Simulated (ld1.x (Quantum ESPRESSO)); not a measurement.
**What one change does to a pseudopotential (potassium, TM)**

- Element: potassium (K)
- Generator: ld1.x (Quantum ESPRESSO) 7.5
- Type: norm-conserving Troullier–Martins (Kleinman–Bylander form)
- Functional: BP86
- Relativity: scalar-relativistic
- Frozen core: [Ar]
- Valence charge: 1
- Reference configuration: 4s0.75 4p0.25
- Partial waves: 4s (bound): rc 3.55 bohr; 4p (bound): rc 3.00 bohr; 3d channel at 0.2 Ry: rc 3.00 bohr
- Local potential: all-electron potential smoothed inside 2.40 bohr (lloc = -1)
- Core correction: Bessel-smoothed model core inside 2.05 bohr

All-electron outer shells of the reference configuration (BP86, scalar-relativistic, ld1.x):

| shell | level (eV) | outermost node (bohr) | outermost maximum (bohr) |
| --- | --- | --- | --- |
| 3p | -19.28 | 0.45 | 1.15 |
| 4s | -2.61 | 1.58 | 4.08 |
| 4p | -1.06 | 1.87 | 5.79 |

Change: wave 4s (bound): rc 3.55 bohr becomes 4s (bound): rc 2.22 bohr.

Cutoffs: the cutoffs (Ry, on a coarse ladder) from which the occupation-weighted sum of valence levels, in a spherical-Bessel basis at the reference potential, stays within 10 and 1 mRy of its value at 400 Ry; they do not see the model core or the augmentation charge, which bear on the density cutoff. Errors are all-electron minus pseudo energies relative to the spin-unpolarised reference configuration.

**Question.** What does the change do?

**Answer.** The potential gets harder (6 Ry and 10 Ry → 6 Ry and 40 Ry); both files keep a bound ghost (s). A smaller radius makes the pseudo-wave follow the all-electron one further in, where it bends more sharply, so more plane waves are needed.

| quantity | base | changed |
| --- | --- | --- |
| cutoff, loose | 6 Ry | 6 Ry |
| cutoff, tight | 10 Ry | 40 Ry |
| loose cutoff by channel (10 mRy a level) | s 6 Ry, p 6 Ry | s 21 Ry, p 6 Ry |
| bound ghosts | s | s |
| tests counted (converged, no solver errors) | 2 of 3 | 2 of 3 |
| error for 4s0 4p1, meV [ΔE 1.17 eV] | -3.0 | -4.7 |

Base: Tests not counted: 4s0.5 4p0 (solver errors, printed error -299 meV). Changed file: Tests not counted: 4s1 4p0 (solver errors, printed error -2.0 eV). A true bound ghost makes a file unfit for plane-wave use even where its test errors are small: the radial tests pick states by their node count and pass the ghost by. Where a test does run into it, the solver fails or the error is huge.
